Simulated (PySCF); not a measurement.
Ga(All)2(Cl), SMILES [CH2]([Ga]([Cl])[CH2]C=C)C=C (C6H10ClGa) (GFN2-xTB optimised geometry):

```
18

Ga     1.100     0.978     0.000
C      0.167     2.866     0.000
C     -1.298     2.743    -0.146
C     -2.149     2.671     0.869
H      0.620     3.443    -0.813
H      0.444     3.326     0.955
H     -1.671     2.695    -1.163
H     -1.810     2.712     1.892
H     -3.211     2.577     0.717
C      0.091    -0.863     0.043
C      1.067    -1.955    -0.154
C      1.613    -2.660     0.829
H     -0.667    -0.836    -0.745
H     -0.409    -0.933     1.013
H      1.353    -2.157    -1.181
H      1.351    -2.485     1.861
H      2.326    -3.443     0.639
Cl     3.211     0.978     0.000
```

Computed with CAM-B3LYP/def2-SVP in PySCF.

Question: What are the frontier orbital energies and the dipole moment?

Answer: HOMO-2 -9.85 eV, HOMO-1 -8.43 eV, HOMO -7.56 eV, LUMO -0.16 eV, LUMO+1 0.53 eV; dipole moment 1.59 D.

On the same geometry PBE/def2-SVP in PySCF gives HOMO-2 -7.16 eV, HOMO-1 -6.04 eV, HOMO -5.33 eV, LUMO -1.90 eV, LUMO+1 -1.41 eV; dipole moment 1.51 D.

Meta-Löwdin charges at CAM-B3LYP/def2-SVP: Ga1 0.58, C2 -0.36, C3 -0.07, C4 -0.26, H5 0.11, H6 0.11, H7 0.09, H8 0.09, H9 0.10, C10 -0.35, C11 -0.07, C12 -0.25, H13 0.11, H14 0.11, H15 0.09, H16 0.09, H17 0.10, Cl18 -0.25.
